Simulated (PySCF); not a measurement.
From one molecule to another.

First species: C6H10N2Si.
SMILES with atom numbers: `[N:1]#[C:2][CH2:3][SiH2:4][NH:5][C@@H:6]1[C@@H:7]2[CH2:8][C@H:9]12` (hydrogens: H10, H11 on C3; H12, H13 on Si4; H14 on N5; H15 on C6; H16 on C7; H17, H18 on C8; H19 on C9)

Cartesian coordinates in Å at the GFN2-xTB level; atoms count from 1:
```
atom  x, y, z in Å
N1     4.1633    2.5004    0.2247
C2     3.4291    1.6919    0.5687
C3     2.4980    0.6899    0.9635
Si4    1.2164    0.4254   -0.4360
N5     0.1050   -0.6921    0.2381
C6    -1.0316   -1.1791   -0.4781
C7    -2.0012   -0.2290   -1.0930
C8    -2.4238    0.4462    0.1741
C9    -2.4163   -1.0468    0.0800
H10    3.0460   -0.2301    1.1700
H11    2.0067    1.0109    1.8824
H12    0.5206    1.6791   -0.7292
H13    1.9295   -0.0469   -1.6321
H14    0.3764   -1.3104    0.9879
H15   -0.8290   -2.0915   -1.0438
H16   -2.3518   -0.1278   -2.0976
H17   -1.6759    0.9364    0.7819
H18   -3.3877    0.9395    0.1769
H19   -3.1836   -1.7711    0.2541
```

Second species: C6H5F3N2S.
SMILES: `FC(F)(F)c1nnsc1C1CC1`

Levels: PBE0/pcSseg-1 for dipole moment, HOMO energy, LUMO energy and HOMO–LUMO gap; GFN2-xTB for rotational constant A and rotational constant C. Geometries: GFN2-xTB. All species are isolated and taken at one optimised geometry, non-relativistic unless stated. Electronic properties by PySCF.

Dipoles, sizes and rotational constants follow the conformer. The torsions of the flexible species, by atom-mapped SMILES:
- `[N:1]#[C:2][CH2:3][SiH2:4][NH:5][C@@H:6]1[C@@H:7]2[CH2:8][C@H:9]12`: C2–C3–Si4–N5 -175°, C3–Si4–N5–C6 180°, Si4–N5–C6–C7 -54°
- `[F:1][C:2]([F:3])([F:4])[c:5]1[n:6][n:7][s:8][c:9]1[CH:10]1[CH2:11][CH2:12]1`: F1–C2–C5–N6 -122°, S8–C9–C10–C11 -34°

**Question.** Which has the higher rotational constant A?

**Answer.** The first: 4.738 GHz against 1.183 GHz, a difference of 3.555 GHz.

**Question.** Which of the two has the higher HOMO–LUMO gap, and by how much?

**Answer.** The first: 7.83 eV against 5.87 eV, a difference of 1.96 eV.

**Question.** Which has the higher rotational constant C?

**Answer.** The first: 0.559 GHz against 0.503 GHz, a difference of 0.056 GHz.

**Question.** Which has the higher LUMO energy?

**Answer.** The first: 0.62 eV against -1.98 eV, a difference of 2.60 eV.

**Question.** Which of the two has the higher dipole moment, and by how much?

**Answer.** The first: 5.65 D against 5.09 D, a difference of 0.56 D.

**Question.** Which has the higher HOMO energy?

**Answer.** The first: -7.21 eV against -7.85 eV, a difference of 0.64 eV.

On the first: The dipole equals about 18.8 × 10⁻³⁰ C·m (1 D = 3.33564 × 10⁻³⁰ C·m).

On the second: The dipole equals about 17.0 × 10⁻³⁰ C·m (1 D = 3.33564 × 10⁻³⁰ C·m). A dipole of 5.09 D is allowed in Cs, and pure rotational transitions are dipole-allowed.
